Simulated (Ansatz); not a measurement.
Redistribution: CHBr2I + CH2I2 → CHBrI2 + CH2BrI

Species: CHBr2I `BrC(Br)I`, singlet; CH2I2 (diiodomethane) `ICI`, singlet; CHBrI2 (bromodiiodomethane) `BrC(I)I`, singlet; CH2BrI (bromoiodomethane) `BrCI`, singlet. The partners trade Br for I; both sit on C, so the bond types are kept.

Shapes, held fixed at every level: PBE0-D4/def2-TZVP. Programs: Ansatz 0.2.0. The zero-point and thermal change to 298 K, harmonic and unscaled (PBE0-D4/def2-TZVP), is +0.3 kJ/mol.

(1) Estimate ΔH(298 K) of this reaction.

Answers

(1) The highest level, CCSD(T)/def2-TZVPP, gives ΔH(298 K) = +1.0 kJ/mol; the levels span +0.1 to +1.6. That is about zero within the method's error. The column of differences is taken from that level and isn't an error. No measured value is set beside it here. For atoms past krypton def2 sets carry core potentials with scalar relativity. Relativity is left out for Br unless named. Correlated rows may include outer-core shells of Br, I, which these sets cover unevenly.

```json
{"level": "PBE-D4/def2-TZVPP", "kind": "GGA", "ΔH(298 K) (kJ/mol)": "+1.0", "less CCSD(T)/def2-TZVPP": "0.0"}
{"level": "B3LYP-D4/def2-TZVPP", "kind": "global hybrid", "ΔH(298 K) (kJ/mol)": "+0.6", "less CCSD(T)/def2-TZVPP": "-0.4"}
{"level": "wB97M-V/def2-TZVPP", "kind": "range-separated hybrid", "ΔH(298 K) (kJ/mol)": "+1.2", "less CCSD(T)/def2-TZVPP": "+0.2"}
{"level": "B2PLYP/def2-TZVPP", "kind": "double hybrid", "ΔH(298 K) (kJ/mol)": "+0.9", "less CCSD(T)/def2-TZVPP": "-0.1"}
{"level": "MP2/def2-SVP", "kind": "perturbation theory", "ΔH(298 K) (kJ/mol)": "+1.2", "less CCSD(T)/def2-TZVPP": "+0.2"}
{"level": "MP2/def2-TZVPP", "kind": "perturbation theory", "ΔH(298 K) (kJ/mol)": "+0.1", "less CCSD(T)/def2-TZVPP": "-0.9"}
{"level": "CCSD/def2-SVP", "kind": "coupled cluster or CI", "ΔH(298 K) (kJ/mol)": "+1.6", "less CCSD(T)/def2-TZVPP": "+0.6"}
{"level": "CCSD(T)/def2-TZVPP", "kind": "coupled cluster or CI", "ΔH(298 K) (kJ/mol)": "+1.0", "less CCSD(T)/def2-TZVPP": "0.0"}
```
